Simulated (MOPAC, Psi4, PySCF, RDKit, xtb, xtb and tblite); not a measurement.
Two geometries of C3H10O2Si, SMILES [SiH3]OCCOC, relaxed at GFN2-xTB with one dihedral held; other torsions can differ between them too.

Structure A

```
16

C      1.6732     1.3031     0.2140
O      0.7076     0.3288     0.5255
C      0.8388    -0.8804    -0.1764
C      1.9170    -1.7826     0.4293
O      1.6722    -2.0595     1.7640
Si     1.0659    -1.0865     2.9193
H      1.3994     2.1922     0.7784
H      1.6635     1.5325    -0.8584
H      2.6835     0.9944     0.5015
H     -0.1289    -1.3782    -0.0773
H      1.0532    -0.7027    -1.2387
H      2.9005    -1.3020     0.3328
H      1.9436    -2.7317    -0.1181
H      1.2606    -2.0183     4.0255
H      1.8581     0.1321     3.1020
H     -0.3451    -0.7560     2.7387
```

Structure B

```
16

C      1.6696     1.6470    -0.4069
O      0.7849     0.8076     0.2990
C      0.8789    -0.5694     0.0239
C      2.2963    -1.1189    -0.1520
O      3.1570    -0.7997     0.8924
Si     2.9138    -0.7645     2.4965
H      1.3780     2.6627    -0.1455
H      1.5709     1.5128    -1.4912
H      2.7096     1.4847    -0.1117
H      0.3950    -1.0606     0.8711
H      0.3194    -0.8093    -0.8968
H      2.7466    -0.7293    -1.0716
H      2.2183    -2.2104    -0.2462
H      4.2740    -0.4326     2.8921
H      1.9301     0.2338     2.9110
H      2.4752    -2.0781     2.9853
```

**Question.** Which is lower in energy at the level B3LYP-D3(BJ)/def2-TZVP // GFN2-xTB in Psi4 1.11, and by how much?

**Answer.** A is lower, by 12.08 kJ/mol (dihedral C1–O2–C3–C4: 80° in A, 40° in B).

E(B) − E(A) in kJ/mol at the other levels, on the same two geometries: GFN2-xTB (xtb and tblite) 12.43; MMFF94 // GFN2-xTB (RDKit) -12.28; B3LYP/def2-TZVP // GFN2-xTB (Psi4) 11.01; PBE/def2-TZVP // GFN2-xTB (Psi4) 12.12; PBE-D3(BJ)/def2-TZVP // GFN2-xTB (Psi4) 12.67; UFF // GFN2-xTB (RDKit) 5.91; PM7, restricted, heats of formation // GFN2-xTB (MOPAC) 0.72; PM3, restricted, heats of formation // GFN2-xTB (MOPAC) 1.96; GFN1-xTB // GFN2-xTB (xtb) 27.85; restricted B3LYP/6-31G*, spherical d, density fitting // GFN2-xTB (PySCF) 15.03; restricted B3LYP/LANL2DZ, with its core potentials past Ne // GFN2-xTB (PySCF) 8.21; restricted LDA (SVWN5)/6-31G*, spherical d, density fitting // GFN2-xTB (PySCF) 21.13; restricted BP86/6-31G*, spherical d, density fitting // GFN2-xTB (PySCF) 16.05.
